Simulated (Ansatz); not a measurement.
`FBF` + `O/C=[CH]\[AlH2]` → `F[BH][AlH2]` + `O/C=C\F` at 400 K and 1 bar (formal exchange of groups at a B–F bond).

Calculated with Ansatz (gas phase, PBE0-D4/def2-TZVP geometries, no zero-point term in ΔE). CCSD(T)/CBS adds triple-zeta CCSD(T) − MP2 to the extrapolated MP2 energy (def2 sets, frozen cores). This one scheme is used for every species. Double bonds are as drawn, so ΔE can hold a change between cis and trans. One conformer a species, not always the lowest.

```tsv
species	CCSD(T)/CBS energy (Eh)	H − E (kJ/mol)	S (J/(mol·K))
`FBF`	-225.09427	62.5	257.9
`O/C=[CH]\[AlH2]`	-396.26276	187.3	334.4
`F[BH][AlH2]`	-368.40257	95.5	317.1
`O/C=C\F`	-252.83247	151.5	298.0
```

H − E and S are ideal-gas, rigid-rotor, harmonic terms from PBE0-D4/def2-TZVP, for one conformer and one mirror image of each species. 1 Eh = 2625.50 kJ/mol, R = 8.31446 J/(mol·K).

**Question.** By hand: ΔE, ΔH, ΔS and ΔG.

**Answer.** ΔE = (-368.40257) + (-252.83247) − (-225.09427) − (-396.26276) = 0.12199 Eh = 320.3 kJ/mol. Δ(H − E) = 95.5 + 151.5 − 62.5 − 187.3 = -2.8, so ΔH = 317.5 kJ/mol. ΔS = 317.1 + 298.0 − 257.9 − 334.4 = 22.8 J/(mol·K). ΔG = 317.5 − 400 × (22.8)/1000 = 308.4 kJ/mol.

**Question.** By hand: the equilibrium constant, and the temperature at which ΔG would vanish if ΔH and ΔS stayed fixed.

**Answer.** log₁₀ K = −ΔG/(RT ln 10) = -40.3. ΔG = 0 at ΔH/ΔS = 13925 K, far beyond where these terms or the molecules hold.

ΔH outweighs TΔS. A doubt of 5 kJ/mol in ΔE shifts log₁₀ K by 0.7 here. Other conformers and mirror images would add mixing entropy, several J/(mol·K) or more a flexible species. These are equilibria of isolated gas molecules and say nothing of rates. Largest T1 diagnostic: 0.014 (customary marks: 0.02 for closed shells, 0.045 for open ones).
